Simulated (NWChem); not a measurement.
Molecule: GeSiH$_{6}$S; SMILES [SiH3][S][GeH3]

All runs: NWChem. Pople sets run with spherical d functions. Coordinates come from a PBE-D3(BJ)/def2-SVP optimisation. Level B3LYP/6-31G*: energy and gradient on several grids; changes count from the extra-fine grid, which is no exact limit either.

Q: Which is the coarsest grid (xfine; fine; medium; coarse; xcoarse) from which on the energy stays within 100 μHa and each gradient component within 200 μHa/bohr of xfine?

A: medium.
| grid | size of the energy change (μHa) | largest change of a gradient component (μHa/bohr) |
|---|---|---|
| xcoarse | 5000 | 5000 |
| coarse | 200 | 800 |
| medium | 50 | 60 |
| fine | < 10 | < 30 |
| xfine | < 10 | < 30 |
